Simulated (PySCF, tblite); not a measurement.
Isomers of C10H12O2. Level: GFN2-xTB in tblite, geometry and Hessian alike; calculated harmonic values, unscaled, isolated species. Errors from tens to a few hundred cm⁻¹ against measured bands are possible. One conformer each.

Electronic energies: PBE0-D3(BJ)/def2-SVP at its own geometries (PySCF, gas phase).

```tsv
SMILES	electronic energy, lowest = 0 (kJ/mol)
CCCOC(=O)c1ccccc1	14.2
C#C[C@@H]1C[C@@]2(OC=O)CC[C@@H]1C2	235.5
CC(C)OC(=O)c1ccccc1	0.0
```

Question: How do GFN2-xTB zero-point energies change the relative energies?

Answer: 
| SMILES | ZPE (kJ/mol) | of it from modes above 1550 cm⁻¹ | electronic (kJ/mol) | with ZPE, lowest = 0 (kJ/mol) | lowest mode (cm⁻¹) | rings |
| --- | --- | --- | --- | --- | --- | --- |
| CC(C)OC(=O)c1ccccc1 | 509.8 | 248.6 | 0.0 | 0.0 | 25 | 1 |
| CCCOC(=O)c1ccccc1 | 511.6 | 247.6 | 14.2 | 16.0 | 30 | 1 |
| C#C[C@@H]1C[C@@]2(OC=O)CC[C@@H]1C2 | 515.0 | 241.1 | 235.5 | 240.7 | 57 | 2 |

The zero-point energies span 5.2 kJ/mol, from `CC(C)OC(=O)c1ccccc1` to `C#C[C@@H]1C[C@@]2(OC=O)CC[C@@H]1C2`. The order is unchanged.

Question: And how do the electronic energies of GFN2-xTB itself compare?

Answer: `CC(C)OC(=O)c1ccccc1` 0.0; `CCCOC(=O)c1ccccc1` 11.3; `C#C[C@@H]1C[C@@]2(OC=O)CC[C@@H]1C2` 117.7 kJ/mol, lowest = 0. Against the energies above, taken from the same isomer `CC(C)OC(=O)c1ccccc1`, the largest difference is 117.8 kJ/mol. The two levels were optimised apart and needn't hold the same conformer.
